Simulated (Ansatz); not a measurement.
Basis-set extrapolation for CH₃FMgO (`C[O][Mg][F]`) (PBE0-D4/def2-TZVP geometry, frozen core, Ansatz). Multiplicity 1, RHF reference. For Mg the program correlates outer-core shells too, which these sets cover unevenly, so the extrapolated numbers aren't a true limit.

|  | def2-TZVPP | def2-QZVPP |
| --- | --- | --- |
| HF | -413.712862 | -413.734404 |
| MP2 correlation | -0.868407 | -0.965586 |
| CCSD(T) correlation | -0.909357 | not run |

Energies in hartree. Use E(X) = E(∞) + A·exp(−7.88·√X) for Hartree–Fock and E(X) = E(∞) + B·X^(−2.97) for correlation, with X = 3 and 4, and add CCSD(T) minus MP2 of the smaller set to the MP2 limit.

Q: What is the CCSD(T) energy at the basis-set limit?

A: HF limit: -413.734404 + (-0.021542) × 0.13774 = -413.73737. MP2 limit: -0.965586 + (-0.097179) × 0.74074 = -1.03757. Higher-order term: -0.909357 − (-0.868407) = -0.04095. Total: -414.81589 hartree, 121.5 kcal/mol below CCSD(T)/def2-TZVPP.
